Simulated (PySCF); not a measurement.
Problem. Write Cartesian coordinates for `[SnH3][n]1cnnc1` as optimised with PBE0-D3(BJ)/def2-SVP.

Solution. 
```xyz
11
C2H5N3Sn angstrom
Sn    -1.8262   -0.1208    0.1836
N      0.2454    0.0158   -0.0377
C      1.0250    1.1356   -0.1398
N      2.2901    0.8277   -0.2388
N      2.3796   -0.5294   -0.2025
C      1.1664   -0.9959   -0.0828
H     -2.1614   -1.7483   -0.1875
H     -2.4651    0.9940   -0.9341
H     -2.1703    0.2876    1.8022
H      0.6272    2.1506   -0.1417
H      0.9034   -2.0525   -0.0294
```

Orientation and origin are arbitrary. Atoms count from 1 in this order. Sn1 (tin bonded to N and 3 H) is distorted tetrahedral (angles from 103.6° to 114.1°). The 4 C–N bonds span 1.305 Å (N5–C6, aromatic) to 1.369 Å (N2–C6, aromatic), a spread of 0.064 Å. The 5-membered ring N2–C3–N4–N5–C6 has internal angles of 102.7° to 111.4° (sum 540°, against 540° for a flat polygon); it is planar, 0.00 Å rms from its mean plane, widest ring torsion 0°. The 6 heavy atoms lie in one plane (0.008 Å rms).

Bonds between heavy atoms (Å): Sn1–N2 2.088, N2–C3 1.368, C3–N4 1.306, N4–N5 1.361, N5–C6 1.305, N2–C6 1.369.

Computed, not measured: PySCF 2.14.0, PBE0-D3(BJ)/def2-SVP geometry optimisation, gas phase, def2 core potentials past Kr.

PBE0-D3(BJ)/def2-SVP frequencies: not computed here.

Time: 61 s; peak memory 0.52 GiB. Hardware: Arm Neoverse V2, one thread, shared host with 32 logical CPUs at a one-minute load of 19. These figures are those of the optimisation.
